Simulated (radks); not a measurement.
Minus the highest occupied eigenvalue as an estimate of the ionisation energy, Er to Er19+. The LB94 potential has the -1/r tail that LDA and GGA lack but no energy functional. Method: scalar-relativistic Kohn-Sham, LB94 model potential, spin-polarised, spherical densities, finite nucleus; open shells are filled with parallel spins first (spin-orbit coupling, left out, can overturn this in heavy ions); Fermi nuclear charge, rms radius 5.2516 fm; computed with a radial shooting solver on a logarithmic mesh with Libxc functionals.

| species | configuration | HOMO | -e(HOMO) (eV) | <r> (bohr) | IE, NIST (eV) | kind |
|---|---|---|---|---|---|---|
| Er | [Xe] 4f12 6s2 | 6s down | 6.863 | 3.74 | 6.108 | exp. |
| Er+ | [Xe] 4f12 6s1 | 6s up | 13.266 | 3.39 | 11.92 | semi-emp. |
| Er2+ | [Xe] 4f12 | 4f down | 25.451 | 0.806 | 22.70 | semi-emp. |
| Er3+ | [Xe] 4f11 | 4f down | 44.092 | 0.757 | 42.42 | semi-emp. |
| Er4+ | [Xe] 4f10 | 4f down | 65.191 | 0.720 | - |  |
| Er5+ | [Kr] 4d10 4f10 5s2 5p5 | 4f down | 82.763 | 0.711 | 96 | theory |
| Er6+ | [Kr] 4d10 4f10 5s2 5p4 | 4f down | 101.20 | 0.703 | 114 | theory |
| Er7+ | [Kr] 4d10 4f10 5s2 5p3 | 4f down | 120.57 | 0.696 | 131 | theory |
| Er8+ | [Kr] 4d10 4f10 5s2 5p2 | 4f down | 140.36 | 0.688 | 158 | theory |
| Er9+ | [Kr] 4d10 4f10 5s2 5p1 | 4f down | 160.87 | 0.681 | 177 | theory |
| Er10+ | [Kr] 4d10 4f10 5s2 | 4f down | 182.14 | 0.674 | 201 | theory |
| Er11+ | [Kr] 4d10 4f9 5s2 | 4f down | 211.00 | 0.652 | 235 | theory |
| Er12+ | [Kr] 4d10 4f8 5s2 | 4f down | 241.37 | 0.633 | 268 | theory |
| Er13+ | [Kr] 4d10 4f7 5s2 | 4f up | 278.69 | 0.613 | 290 | theory |
| Er14+ | [Kr] 4d10 4f7 5s1 | 4f up | 304.42 | 0.608 | 311 | theory |
| Er15+ | [Kr] 4d10 4f7 | 4f up | 330.88 | 0.603 | 345 | theory |
| Er16+ | [Kr] 4d10 4f6 | 4f up | 366.00 | 0.588 | 381 | theory |
| Er17+ | [Kr] 4d10 4f5 | 4f up | 402.40 | 0.574 | 415 | theory |
| Er18+ | [Kr] 4d10 4f4 | 4f up | 440.04 | 0.561 | 450 | theory |
| Er19+ | [Kr] 4d10 4f3 | 4f up | 478.89 | 0.549 | 486 | theory |

Reference values: NIST Atomic Spectra Database (exp. = measured, semi-emp. = semi-empirical, theory = theoretical value adopted there). Open shells are spherical and high-spin; term and fine-structure splittings are not resolved. Spin-orbit splitting is averaged out at the scalar-relativistic level. No tabulated value is given for the 4+ ions of Nd, Pm and Eu to Yb, where it belongs to another shell than the one emptied here.
